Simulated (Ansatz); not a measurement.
Input for Ansatz (an electronic-structure program): R-CCSD(T)/aug-cc-pV(T+d)Z on H2 (SMILES [H][H]) with ghost functions, monomers drawn apart or pushed together. Files ending in .json are basis or fitting sets from the Basis Set Exchange.

Ansatz 0.2 input:
```yaml
crystal:
  periodic: [false, false, false]
  atoms:
    - {symbol: H, position_ang: [-0.34083450, 0.07723996, 3.14376521]}
    - {symbol: H, position_ang: [0.37767294, -0.11968787, 3.14681109]}
basis:
  gaussian:
    orbitals: aug-cc-pV_T+d_Z.json
    ghost_atoms:
      - {symbol: Cl, position_ang: [-0.11795616, -0.58843122, -0.72128949]}
      - {symbol: H, position_ang: [-0.07378760, -0.40224195, 0.54698815]}
magnetization: {spin_polarized: false}
correlation: {method: ccsd_t, electrons: outside_noble_gas}
scf: {lower_state_search: off}
```

It printed:

```
WARN ansatz: RAYON_NUM_THREADS=2 ignored (pool sized by the plan → 2); use --threads N
Functional definition: HF
these checks for a lower state are left out or cut short: stability, starts, cluster_reference, orbital_swaps, neighbouring_geometries, increment
integrals: 0.20 GiB planned
680 factors; integrals over basis functions are off by at most 1.5e-3 eV
mean field: 0.14 GiB planned
mean field evaluation 1: about -30.7399 eV, gradient 3.6e0 eV
mean field evaluation 2: about -30.7398 eV, gradient 3.6e0 eV
mean field evaluation 4: about -30.8302 eV, gradient 6.8e-2 eV
mean field evaluation 8: about -30.8302 eV, gradient 1.7e-7 eV
mean field -30.83019988 eV, -1.1329889482 hartree, gradient 1.7e-7 eV, S^2 0.000000; 0 other end points of the search recorded, 0 dependent functions left out
reference -30.83019988 eV, -1.1329889482 hartree; 1, 1 occupied and 123, 123 virtual orbitals, 680 factors
second order -0.87140685 eV of doubles, -0.00000000 eV of singles
coupled cluster: 0.55 GiB planned
cycle   1  -1.01361262 eV  change   -1.4e-1 eV  update   2.6e-2
cycle   2  -1.07874855 eV  change   -6.5e-2 eV  update   9.1e-3
cycle   3  -1.07935903 eV  change   -6.1e-4 eV  update   1.1e-3
cycle   4  -1.07947034 eV  change   -1.1e-4 eV  update   1.7e-4
cycle   5  -1.07943312 eV  change    3.7e-5 eV  update   3.8e-5
cycle   6  -1.07942390 eV  change    9.2e-6 eV  update   8.7e-6
cycle   7  -1.07942484 eV  change   -9.4e-7 eV  update   2.3e-6
perturbative correction 0.00000000 eV, 0.0000000000 hartree
Total energy: -31.90962472 eV, -1.1726570794 hartree
Checks for a lower state left out: stability, starts, cluster_reference, orbital_swaps, neighbouring_geometries, increment
```

Self-consistency was reached.

Cost: about 2.7 core-seconds (a rough figure).
